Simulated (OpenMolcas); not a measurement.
Ni2+ with its 6 nearest fluoride ions, on the Cd site of idealised cubic KCdF3 (a = 4.302 Å, distance in the model lattice 2.151 Å). The rest of the host is ab initio model potentials to 7.6 Å, with orthogonalisation functions on the cations behind the ligands, and point charges beyond; the distance is set by hand and nothing relaxes. Ligand basis ANO-RCC-VDZP.

| Property | Result |
| --- | --- |
| Program | OpenMolcas |
| Method | SS-CASPT2, IPEA 0.25 Eh, imaginary shift 0.1 Eh (closed shells correlated: 3s 3p and the ligand valence shells) |
| Basis | ANO-RCC-VTZP [6s5p3d2f1g] |
| Scalar Hamiltonian | DKH2, point nucleus |
| Active space | 8 electrons in 5 orbitals (3d) |
| State averaging | 2S+1 = 3 even, 10 roots; 2S+1 = 1 even, 15 roots |
| Spin-orbit coupling | state interaction with AMFI integrals over the reference wave functions |

All ligands move together. At R = 2 Å the first state of the same spin is 8730 cm-1, and at R = 2.151 Å it is 5930 cm-1.

**Question.** A third run gives 7590 cm-1. What distance was it run at?

**Answer.** With a power law R^-n the two known points give n = -ln(5930 / 8730) / ln(2.151 / 2) = 5.31. Then R = 2 × (8730 / 7590)^(1/5.31) = 2.053 Å. The run was at 2.053 Å, so the estimate is off by 0 Å.

Roots that are degenerate in the reference are averaged as groups; the widest CASPT2 spread within a group is 710 cm-1 (the 3-fold group of multiplicity 3 near 14300 cm-1 above the lowest state of its run, R = 2). Shifts and gaps below about the spread of the groups concerned are not significant. Over all roots computed the reference weight is 0.72 to 0.73 in R = 2, 0.72 to 0.73 in R = 2.053, 0.72 to 0.73 in R = 2.151; a low but even weight reflects the number of correlated electrons. A single d shell leaves out the double-shell effect, which counts most for late 3d ions, where the CASPT2 field can be off either way by tens of per cent. Ligand-to-metal charge-transfer states are missing. These CASPT2 states fit no ligand-field parameters well, so their order and spin gaps are uncertain. For late 3d ions with one d shell CASPT2 can put B and the spin-flip bands somewhat low as well as high. With one d shell and no ligand orbital active, 10Dq can be off by tens of per cent for divalent 3d ions, low with halides held by bare charges and at times high in hosts, and the orbital part of g and χT goes as 1/10Dq. Free-ion shares, where given, are those of the reference states; single-state CASPT2 does not remix them. No measured value stands beside these numbers; the geometry was set by hand and not optimised.
